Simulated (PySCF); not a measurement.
In(OH) (HInO), SMILES [OH][In] (connectivity only; charge and spin as stated), neutral, multiplicity 1.

Coordinates come from a B3LYP-D3(BJ)/def2-TZVP optimisation. A frequency run showed that this geometry is not a minimum. The def2 effective core potentials stand for the cores of In; spin–orbit coupling is left out.

Two levels are set side by side: PBE/def2-TZVPD (PySCF) and B3LYP/def2-TZVPD (PySCF). Same geometry, gas phase. Differences are taken from unrounded values.

| quantity | B3LYP | PBE | PBE minus B3LYP |
|---|---|---|---|
| orbital gap (eV) | 5.95 | 4.42 | -1.53 |
| highest occupied level (eV) | -7.41 | -6.25 | 1.16 |
| lowest empty level (eV) | -1.46 | -1.83 | -0.37 |
| dipole moment (D) | 1.28 | 1.14 | -0.14 |
| mean polarisability (bohr³) | 47.5 | 49.3 | 1.8 |

PBE's occupied levels lie high since its potential decays too fast outside the molecule; exact exchange lowers them and widens the gap. Loosely held outer electrons make PBE densities more polarisable. Differences between two approximate levels are no errors against the true value.

Rough cost on one machine, each run with all the roots and properties that it gave: B3LYP against PBE within a factor of 2.
